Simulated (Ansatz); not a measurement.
System: GaH2, net charge 0, doublet state. 
Coordinates optimised at B3LYP-D3(BJ)/def2-TZVP (Ansatz, a quantum-chemistry and plane-wave program):
```
Ga
H 1 1.6011
H 1 1.6011 2 119.92
```
Charge 0, spin multiplicity 2.

Basis-set convergence of Hartree-Fock and MP2 correlation energies (hartree) with Ansatz. Correlated levels leave the core frozen unless marked. Open shells are spin-unrestricted. No spin-orbit coupling. The frozen core is the preceding noble-gas configuration, with the filled d and f shells of earlier blocks. No relativistic terms.

```
basis       functions        E(HF)  E(corr, MP2)
----------  ---------  -----------  ------------
def2-SVP           42  -1924.11077      -0.05550
def2-TZVPP         76  -1924.36080      -0.06737
def2-QZVPP        149  -1924.40180      -0.07150
```

Extrapolating the two largest sets (X = 3 and 4) as X^-3: E(corr) = (64·(-0.07150) - 27·(-0.06737))/37 = -0.0745 Eh, an estimate of the basis-set limit. The largest set recovers 96.0 % of it, the smallest 74.5 %.
